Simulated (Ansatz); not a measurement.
Ansatz (a first-principles code) input (BHLYP/def2-TZVPD):

Ansatz 0.2 input:
```yaml
crystal:
  periodic: [false, false, false]
  atoms:
    - {symbol: K, position_ang: [-0.00000000, -0.00000000, -2.37561158]}
    - {symbol: Au, position_ang: [0.00000000, 0.00000000, 0.57134962]}
basis:
  gaussian:
    orbitals: def2-TZVPD
hamiltonian:
  xc: {name: BHLYP}
output: {forces: true}
```

End of the output:

```
integrals: 0.03 GiB planned
714 factors; integrals over basis functions are off by at most 3.8e-4 eV
mean field: 0.25 GiB planned
mean field evaluation 1: about -20013.5477 eV, gradient 3.2e1 eV
mean field evaluation 2: about -20010.9701 eV, gradient 5.3e1 eV
mean field evaluation 4: about -20015.9335 eV, gradient 1.8e0 eV
mean field evaluation 8: about -20015.9799 eV, gradient 6.0e-2 eV
mean field evaluation 16: about -20015.9800 eV, gradient 9.6e-5 eV
mean field -20015.97995833 eV, -735.5736961500 hartree, gradient 2.5e-5 eV, S^2 0.000000; 0 other end points of the search recorded, 0 dependent functions left out
the calculation of the forces begins
reference -20015.98008954 eV, -735.5737009720 hartree; 19, 19 occupied and 60, 60 virtual orbitals, 714 factors
Total energy: -20015.98008954 eV, -735.5737009720 hartree
Atom 0 at    -0.000000    -0.000000    -2.375612 Å, force    -0.000000    -0.000000    -0.051750 eV/Å
Atom 1 at     0.000000     0.000000     0.571350 Å, force     0.000000     0.000000     0.051750 eV/Å
Dipole moment:     0.000000     0.000000    -1.953290 e Å
```
